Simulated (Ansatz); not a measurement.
Relaxation of C3H6FNTe (12 atoms, charge 0, multiplicity 1), to a largest force component of 0.02 eV/Å in at most 50 steps.

Computed with RKS BLYP/def2-SVP (Ansatz 0.2.0).

```xyz
12
Properties=species:S:1:pos:R:3:forces:R:3
C -0.967 -1.840 -0.159 -0.17 3.25 0.76
C -1.000 -0.522 0.226 -0.25 -1.49 0.15
C 0.041 0.436 -0.249 2.63 -0.78 0.29
N 1.458 -0.010 0.222 -3.66 -1.57 1.25
F 0.070 0.483 -1.636 0.18 -0.10 -0.07
Te -0.329 2.429 0.520 -0.10 1.65 0.02
H -0.226 -2.182 -0.835 1.00 -0.63 -0.85
H -1.762 -2.443 0.168 -1.23 -1.45 0.51
H -1.775 -0.151 0.934 0.17 -0.19 -0.31
H 2.108 0.640 -0.121 1.53 1.63 -0.54
H 1.403 0.052 1.290 0.44 -0.05 -1.56
H 1.057 3.052 -0.326 -0.54 -0.27 0.35
```

Task: Where does it end, and by what steps?

Result: The run converged. After 31 steps the energy has fallen by 0.768 eV; H7 moved furthest, 1.30 Å.

```csv
step,energy less start (eV),largest force component (eV/Å),accepted
0,0.0000,3.655,yes
2,-0.5264,1.104,yes
4,-0.5915,0.408,yes
6,-0.6008,0.059,yes
8,-0.6014,0.022,yes
10,-0.6025,0.101,yes
12,-0.6072,0.114,yes
14,-0.6174,0.473,yes
16,-0.6460,0.743,yes
18,-0.7243,0.605,yes
20,-0.7482,0.642,yes
22,-0.7612,0.197,yes
24,-0.7633,0.106,yes
26,-0.7672,0.074,yes
28,-0.7679,0.064,no
30,-0.7682,0.026,yes
31,-0.7682,0.018,yes
```

```xyz
12
Properties=species:S:1:pos:R:3
C -1.370 -1.613 -0.374
C -0.642 -0.759 0.370
C 0.379 0.183 -0.198
N 1.595 0.204 0.522
F 0.650 -0.074 -1.527
Te -0.787 2.292 -0.216
H -1.238 -1.671 -1.465
H -2.115 -2.275 0.089
H -0.781 -0.694 1.461
H 2.248 0.923 0.191
H 1.457 0.300 1.533
H 0.681 3.129 -0.352
```

Whether the end is a true minimum wasn't checked by a vibrational analysis.

Run time: 83 s on 2 threads of Intel(R) Xeon(R) CPU @ 2.60GHz (Ice Lake) (shared host), peak memory 0.2 GiB.
